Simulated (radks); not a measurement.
The numbers below are computed, except where a source is named.
Q: Neutral rubidium, [Kr] 5s1. Level of theory: non-relativistic Kohn-Sham, r2SCAN, spin-polarised, spherical densities, point nucleus; meta-GGA in the generalised Kohn-Sham scheme (a radial shooting solver on a logarithmic mesh with Libxc functionals). Every spin shell is full or empty, so the densities are truly spherical. Functionals are evaluated on that one density, not self-consistently. Rank these exchange functionals by their error against the exact value of the orbitals, and give that value: LDA, PBE, revPBE, PW91, OPTX, WC, G96, EV93, TASK.

A: Exact: -97.8450 hartree. From best to worst, with 100 (|E| - |E exact|)/|E exact| (equal figures are ties): PW91 0.00, EV93 -0.06, revPBE -0.25, G96 +0.31, PBE -0.43, OPTX +0.88, WC -0.98, TASK -2.43, LDA -5.49.
